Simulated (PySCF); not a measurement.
SMILES c1coc([SiH2]C#C)c1, singlet (GFN2-xTB optimised geometry):

```
14

C     -2.558     2.282     0.102
C     -2.414     1.089     0.060
Si    -2.239    -0.752    -0.003
C     -0.394    -1.082     0.000
C      0.703    -0.262     0.000
C      1.839    -1.101     0.000
C      1.357    -2.375     0.000
O      0.017    -2.375     0.000
H     -2.673     3.327     0.139
H     -2.851    -1.258    -1.238
H     -2.867    -1.344     1.184
H      0.686     0.808     0.000
H      2.867    -0.802     0.000
H      1.850    -3.327     0.000
```

Level of theory: PBE/def2-TZVP (PySCF).

What are the frontier orbital energies and the dipole moment?

HOMO-2 -7.11 eV, HOMO-1 -6.98 eV, HOMO -5.71 eV, LUMO -1.31 eV, LUMO+1 -1.03 eV; dipole moment 1.01 D.

On the same geometry PySCF 2.14.0 with PBE0/def2-TZVP gives HOMO-2 -8.33 eV, HOMO-1 -8.20 eV, HOMO -6.71 eV, LUMO -0.41 eV, LUMO+1 -0.08 eV; dipole moment 1.05 D.

Meta-Löwdin charges at PBE/def2-TZVP: C1 -0.16, C2 -0.27, Si3 0.60, C4 -0.09, C5 -0.17, C6 -0.19, C7 0.03, O8 -0.20, H9 0.17, H10 -0.08, H11 -0.08, H12 0.14, H13 0.14, H14 0.14.
